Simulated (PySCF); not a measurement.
**AlI: energy against distance**

Set-up: basis Al x2c-SVPall, I x2c-SVPall; spin-free X2C with a Gaussian nucleus; PySCF 2.14. Energies in eV from Al + I in their ground configurations at the same level. State: ¹Σ⁺ (singlet), closed shell.

All columns are r²SCAN. A positive dipole means Al(−)I(+).

```json
{"R (Å)": "2.193", "E (eV)": "-3.137", "μ (D)": "0.91", "Mulliken charge on Al (basis-dependent)": "0.12", "HOMO (eV)": "-5.39", "LUMO (eV)": "-2.00", "Mayer bond order": "1.39", "⟨S²⟩": "0.00"}
{"R (Å)": "2.295", "E (eV)": "-3.610", "μ (D)": "0.29", "Mulliken charge on Al (basis-dependent)": "0.19", "HOMO (eV)": "-5.58", "LUMO (eV)": "-2.14", "Mayer bond order": "1.32", "⟨S²⟩": "0.00"}
{"R (Å)": "2.397", "E (eV)": "-3.868", "μ (D)": "-0.36", "Mulliken charge on Al (basis-dependent)": "0.25", "HOMO (eV)": "-5.77", "LUMO (eV)": "-2.27", "Mayer bond order": "1.25", "⟨S²⟩": "0.00"}
{"R (Å)": "2.474", "E (eV)": "-3.958", "μ (D)": "-0.85", "Mulliken charge on Al (basis-dependent)": "0.28", "HOMO (eV)": "-5.89", "LUMO (eV)": "-2.36", "Mayer bond order": "1.20", "⟨S²⟩": "0.00"}
{"R (Å)": "2.550", "E (eV)": "-3.983", "μ (D)": "-1.34", "Mulliken charge on Al (basis-dependent)": "0.31", "HOMO (eV)": "-6.00", "LUMO (eV)": "-2.46", "Mayer bond order": "1.17", "⟨S²⟩": "0.00"}
{"R (Å)": "2.627", "E (eV)": "-3.960", "μ (D)": "-1.83", "Mulliken charge on Al (basis-dependent)": "0.34", "HOMO (eV)": "-6.09", "LUMO (eV)": "-2.56", "Mayer bond order": "1.13", "⟨S²⟩": "0.00"}
{"R (Å)": "2.728", "E (eV)": "-3.873", "μ (D)": "-2.47", "Mulliken charge on Al (basis-dependent)": "0.36", "HOMO (eV)": "-6.18", "LUMO (eV)": "-2.68", "Mayer bond order": "1.09", "⟨S²⟩": "0.00"}
{"R (Å)": "2.856", "E (eV)": "-3.703", "μ (D)": "-3.25", "Mulliken charge on Al (basis-dependent)": "0.39", "HOMO (eV)": "-6.24", "LUMO (eV)": "-2.83", "Mayer bond order": "1.06", "⟨S²⟩": "0.00"}
{"R (Å)": "3.009", "E (eV)": "-3.450", "μ (D)": "-4.14", "Mulliken charge on Al (basis-dependent)": "0.41", "HOMO (eV)": "-5.97", "LUMO (eV)": "-3.01", "Mayer bond order": "1.02", "⟨S²⟩": "0.00"}
{"R (Å)": "3.213", "E (eV)": "-3.078", "μ (D)": "-5.26", "Mulliken charge on Al (basis-dependent)": "0.42", "HOMO (eV)": "-5.65", "LUMO (eV)": "-3.23", "Mayer bond order": "0.99", "⟨S²⟩": "0.00"}
```

A fit through these points gives, at Re = 2.548 Å, μ = -1.33 D and dμ/dR = -6.41 D/Å; the reduced mass is 22.25 u.

Q: How strong is the fundamental in the double-harmonic approximation, I = 42.26·(dμ/dR)²/μred km/mol?

A: I = 42.26·(-6.41)²/22.25 = 78.0 km/mol at r²SCAN.

Spin–orbit coupling is left out, which matters for elements this heavy, above all for dissociation energies.
